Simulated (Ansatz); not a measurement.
Ideal-gas functions of ClF₂HSi, SMILES `F[SiH](F)Cl` at 500 K and 1 bar, from an Ansatz frequency run at PBE0-D4/def2-TZVP.

Molar mass 102.54 g/mol, point group Cs (symmetry number 1), electronic degeneracy 1, moments of inertia 71.743, 145.908, 197.25 u Å². Harmonic wavenumbers (cm⁻¹, unscaled): 226, 274, 364, 579, 827, 830, 904, 985, 2340.

Use S(trans) = R[1.5 ln M + 2.5 ln T − 1.1517]; rotational temperatures θ = 24.2544 K / I; S(rot) = R[ln(√π/σ · √(T³/θAθBθC)) + 1.5]; for each mode x = 1.438777 ν̃/T, S = R[x/(eˣ − 1) − ln(1 − e⁻ˣ)] and H = RT x/(eˣ − 1); 1 cm⁻¹ = 0.0119627 kJ/mol; R = 8.31446 J/(mol·K).

Question: By hand: the entropy, in J/(mol·K).

Answer: Translation 177.3. Rotation: θ = 0.3381, 0.1662, 0.123 K, giving 115.4. Vibration, mode by mode: 12.04, 10.50, 8.30, 4.97, 2.83, 2.81, 2.37, 1.97, 0.08, in all 45.9. Electronic 0.0. Sum 338.6 J/(mol·K).

Question: By hand: H − E and G − E in kJ/mol, counted from the electronic energy.

Answer: Zero-point energy ½ × 7329 × 0.0119627 = 43.8; thermal vibration 13.3; translation, rotation and pV give 4 RT = 16.6. H − E = 73.7 kJ/mol, and G − E = 73.7 − 500 × 338.6/1000 = -95.6 kJ/mol.

Vibration gives 14 % of the entropy.
